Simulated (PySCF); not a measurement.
# Choosing a basis for TDDFT

Compound: BH₉NPSi₂.
SMILES: `BN([SiH3])[SiH2]P`

TDDFT with PBE0 (PySCF), vertical singlets, core orbitals frozen in the response, spherical d and f functions. Isolated species at its PBE0-D3(BJ)/def2-SVP geometry (one conformer only).

```csv
basis,functions,diffuse,S1 (eV),S2 (eV),S3 (eV),S4 (eV),S5 (eV),LUMO (eV),α (au)
6-31G*,100,no,6.39,6.60,6.78,6.99,7.11,-0.13,85.8
6-31+G*,120,yes,6.11,6.36,6.43,6.53,6.76,-0.64,95.2
def2-SVP,127,no,6.22,6.47,6.64,6.92,7.10,-0.44,90.7
def2-SVPD,184,yes,6.01,6.33,6.46,6.66,6.70,-0.66,103.9
aug-cc-pVDZ,208,yes,5.96,6.28,6.29,6.44,6.58,-0.75,106.0
def2-TZVP,227,no,5.97,6.29,6.42,6.69,6.77,-0.67,100.0
def2-TZVPD,284,yes,5.91,6.25,6.34,6.47,6.62,-0.74,105.2
```

Compare the sets with the largest diffuse one.

States are compared by their number. Against the largest diffuse basis here (def2-TZVPD, itself not a converged limit), sets without diffuse functions differ by up to 0.48 eV in S1 and 0.49 eV in S5; the smaller diffuse sets differ by up to 0.19 and 0.14 eV. State by state, the largest deviation of a set without diffuse functions is S1 0.48, S2 0.36, S3 0.44, S4 0.52, S5 0.49 eV. The same number needn't mean the same state in each row. Against def2-TZVPD the polarisability deviates by -18% in 6-31G*, -9% in 6-31+G*, -14% in def2-SVP, -1% in def2-SVPD, +1% in aug-cc-pVDZ, -5% in def2-TZVP. A single + in a Pople set puts diffuse functions on heavy atoms only.
